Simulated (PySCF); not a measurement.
# Vibration and rotation of BrCl

RHF-CCSD(T) constants of BrCl, ¹Σ⁺ (singlet), closed shell (Br 6-31G(d,p), Cl 6-31G(d,p); no relativity (PySCF 2.14); masses 78.9183 and 34.9689 u):

```
ωe              : 409.8 cm⁻¹
ωexe            : 2.18 cm⁻¹
Be              : 0.14538 cm⁻¹
αe              : 0.000865 cm⁻¹
D (centrifugal) : 7.32e-08 cm⁻¹
De to Br + Cl   : 1.75 eV
```

(1) Give the band origin of the fundamental and the first lines of its P and R branches.

(2) Near which J would the R branch turn back, without centrifugal distortion?

Measured values (Huber and Herzberg, Constants of Diatomic Molecules (1979)): ωe = 444.276 cm⁻¹, ωexe = 1.843 cm⁻¹, Be = 0.1524695 cm⁻¹.

Correlated steps freeze 14 core orbitals. Correlated levels converge slowly with the basis: in double zeta they bind strong bonds too weakly, by up to about 1 eV, and carry superposition errors of some tenths. Where the molecule has an RHF reference, its open-shell atoms are computed with UHF.

Answers

(1) ν0 = ωe − 2ωexe = 405.4 cm⁻¹, B0 = 0.14495, B1 = 0.14408 cm⁻¹.

```csv
J″,P(J″) − ν0,R(J″) − ν0
0,,0.288
1,-0.290,0.575
2,-0.582,0.859
3,-0.875,1.142
4,-1.170,1.423
5,-1.467,1.703
6,-1.765,1.981
```

(2) At J ≈ (B0 + B1)/(2(B0 − B1)) − 1 ≈ 170.
